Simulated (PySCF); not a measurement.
Compound: C₆H₇FN (doublet state).
Structure used (GFN2-xTB), in Å, numbered top down from 1:
```xyz
15
C6H7FN angstrom
C     -1.4019   -0.8019   -0.7940
C     -0.4734   -0.6344    0.3266
C      0.9714   -1.0455   -0.0122
C      1.6721    0.2374   -0.3189
C      0.9004    1.2859   -0.0379
F      1.2552    2.5667   -0.1724
C     -0.3962    0.9042    0.5135
N     -1.2228    1.7091    1.0049
H     -1.0465   -0.6845   -1.7997
H     -2.4612   -0.7513   -0.6276
H     -0.8525   -1.0998    1.2401
H      1.0041   -1.7325   -0.8589
H      1.4512   -1.5441    0.8340
H      2.6748    0.2782   -0.7046
H     -2.0789    1.3205    1.3851
```

The hyperfine couplings belong to this conformer and change with its torsions.

As a line formula: `[H]/N=C1/C(F)=CC[C@@H]1[CH2]` [radical].

Method used: UKS B3LYP, pcH-1 on C F H N, non-relativistic, mean-field spin-orbit, GIAO (PySCF). Isolated species at its GFN2-xTB geometry (one conformer only). Couplings are sensitive to structure, and on GFN2-xTB geometries they can be far from those on DFT ones. The SCF solution wasn't tested for stability.

Match the computed a_iso(13C) values +103.8, +71.3, -29.3, +18.1, +7.6, -2.1 MHz with the sites C1; C2; C3; C4; C5; C7.

```
site  a_iso (MHz)  ρ(0) (bohr⁻³)                 position  distance from C1 (Å)  spin population  largest |T| (MHz)
  C1       +103.8        +0.0924  largest spin population                  0.00            +1.05              157.9
  C2        -29.3        -0.0261           1 bond from C1                  1.46            -0.08                2.8
  C3        +18.1        +0.0161          2 bonds from C1                  2.51            +0.01                4.5
  C4         -2.1        -0.0019          3 bonds from C1                  3.28            -0.01                1.6
  C5         +7.6        +0.0067          3 bonds from C1                  3.20            +0.02                2.3
  C7        +71.3        +0.0634          2 bonds from C1                  2.37            +0.03               14.8
```

ρ(0) is the spin density at the nucleus and T the dipolar tensor; entries for several nuclei are means. Largest spin populations (Mulliken): C1 (+1.05) and C2 (-0.08). C1 is the only atom above +0.15. The angles at C1 add up to 357.6°, so it is nearly planar; its axial dipolar tensor and the negative couplings of its protons fit spin in a p orbital normal to that plane.

β density exceeds α density at some nuclei, such as C2 (-0.0261), H9/H10 (-0.0129) and C4 (-0.0019), spin density in bohr⁻³. In a single determinant that takes different orbitals for the two spins, that is spin polarisation.

Means are taken over nuclei equivalent by connectivity, which assumes that they swap fast.
